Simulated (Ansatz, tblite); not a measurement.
Cost and result up the ladder for [5.6]paracyclophane, `c1cc2ccc1CCCCCCc1ccc(cc1)CCCCC2` (53 atoms). Total charge 0; singlet. Geometry: PBE-D4/def2-SVP.

```xyz
53

C     0.919   -0.862    2.334
C     0.630    0.461    2.696
C    -0.692    0.883    2.935
C    -1.719   -0.072    2.789
C    -1.432   -1.392    2.419
C    -0.107   -1.815    2.187
C     0.191   -3.238    1.773
C     0.224   -3.472    0.249
C     1.360   -2.747   -0.482
C     1.577   -3.239   -1.922
C     0.488   -2.876   -2.950
C     0.717   -1.558   -3.720
C     0.563   -0.270   -2.941
C    -0.694    0.358   -2.834
C    -0.837    1.594   -2.188
C     0.269    2.249   -1.612
C     1.519    1.601   -1.681
C     1.665    0.370   -2.338
C     0.129    3.602   -0.949
C    -0.200    3.550    0.557
C    -1.573    2.949    0.873
C    -1.974    3.020    2.351
C    -1.002    2.314    3.317
H     1.965   -1.165    2.171
H     1.453    1.186    2.806
H    -2.765    0.222    2.974
H    -2.254   -2.119    2.321
H     1.169   -3.548    2.201
H    -0.572   -3.911    2.218
H     0.325   -4.567    0.074
H    -0.759   -3.183   -0.183
H     1.185   -1.650   -0.468
H     2.304   -2.911    0.085
H     2.557   -2.867   -2.296
H     1.682   -4.347   -1.888
H     0.433   -3.686   -3.709
H    -0.513   -2.856   -2.467
H     1.734   -1.590   -4.169
H     0.007   -1.532   -4.574
H    -1.574   -0.115   -3.298
H    -1.827    2.077   -2.155
H     2.403    2.086   -1.238
H     2.663   -0.091   -2.409
H    -0.665    4.182   -1.469
H     1.072    4.171   -1.088
H    -0.146    4.584    0.966
H     0.594    2.969    1.074
H    -1.594    1.889    0.539
H    -2.346    3.475    0.269
H    -2.073    4.083    2.666
H    -2.989    2.579    2.465
H    -0.051    2.883    3.381
H    -1.438    2.342    4.340
```

Ansatz on 4 threads of AMD EPYC 7R13 on a shared host and a share (37 GiB) of an NVIDIA H100 80GB HBM3; xTB runs through tblite on one thread. Times are rough, summed over both states, and most runs start from the orbitals of an earlier one. PBE0-D4/def2-TZVP serves as the yardstick here, not as an exact answer. The other state is a doublet.

The xTB rows come from tblite. Single mean-field runs in def2-TZVP are fitted with def2-universal-jkfit.

Run but left out: PBE-D4/def2-TZVP (charge +1 doublet: an occupied level 0.01 eV above an empty one).

Raw xTB energies of ions are shifted by several eV.

```tsv
level	functions	wall time	vertical IE (eV)	difference from PBE0-D4/def2-TZVP (eV)
GFN2-xTB	122	0.18 s	12.10	4.29
GFN1-xTB	152	0.28 s	13.21	5.40
PBE0-D4/def2-TZVP	893	16 s	7.81	0.00
BHLYP-D4/def2-TZVP	893	19 s	7.96	0.16
```
